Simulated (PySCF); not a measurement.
Predicted microwave data (wB97X-D/def2-SVPD in PySCF (dipole) on a GFN2-xTB geometry, gas phase) for one isomer of C6H6N2:

```
Rotational constants : A = 5798, B = 1411, C = 1249 MHz
Dipole components    : |μa| = 1.25 D, |μb| = 1.35 D, |μc| = 1.00 D
Inertial defect      : -40.88 u·Å²
κ                    : -0.93
```

Question: Which structure is it? (One computed conformer of each.)
A. `[CH3:1][CH2:2]/[C:3]([C:4]#[N:5])=[CH:6]/[C:7]#[N:8]` with C1–C2–C3–C4 -68°
B. `[CH:1]#[C:2][CH2:3][n:4]1[cH:5][cH:6][cH:7][n:8]1` with C2–C3–N4–C5 55°
C. `[CH2:1]=[CH:2][C@H:3]([C:4]#[N:5])[CH2:6][C:7]#[N:8]` with C1–C2–C3–C4 -122°, C2–C3–C6–C7 -62°
D. `[CH3:1][CH2:2][CH:3]=[C:4]([C:5]#[N:6])[C:7]#[N:8]` with C1–C2–C3–C4 -121°

Answer: B. It is C#CCn1cccn1, a near-prolate asymmetric top, point group C1. The candidates at the same level (rigid rotor, commonest isotopes):

```json
{"SMILES": "CC/C(C#N)=C/C#N", "A (MHz)": "3432", "B (MHz)": "1400", "C (MHz)": "1074", "μa (D)": "4.51", "μb (D)": "4.38", "μc (D)": "0.90", "Δ (u·Å²)": "-37.41", "point group": "C1", "rotor": "asymmetric top"}
{"SMILES": "C=C[C@H](C#N)CC#N", "A (MHz)": "3163", "B (MHz)": "1485", "C (MHz)": "1063", "μa (D)": "0.11", "μb (D)": "0.60", "μc (D)": "0.09", "Δ (u·Å²)": "-24.81", "point group": "C1", "rotor": "asymmetric top"}
{"SMILES": "CCC=C(C#N)C#N", "A (MHz)": "2954", "B (MHz)": "1383", "C (MHz)": "994.1", "μa (D)": "5.26", "μb (D)": "2.13", "μc (D)": "0.84", "Δ (u·Å²)": "-28.21", "point group": "C1", "rotor": "asymmetric top"}
{"SMILES": "C#CCn1cccn1", "A (MHz)": "5798", "B (MHz)": "1411", "C (MHz)": "1249", "μa (D)": "1.25", "μb (D)": "1.35", "μc (D)": "1.00", "Δ (u·Å²)": "-40.88", "point group": "C1", "rotor": "near-prolate asymmetric top"}
```

`CC/C(C#N)=C/C#N` has A 41 % too low; `C=C[C@H](C#N)CC#N` has A 45 % too low; `CCC=C(C#N)C#N` has A 49 % too low. No structure here is proved a minimum.
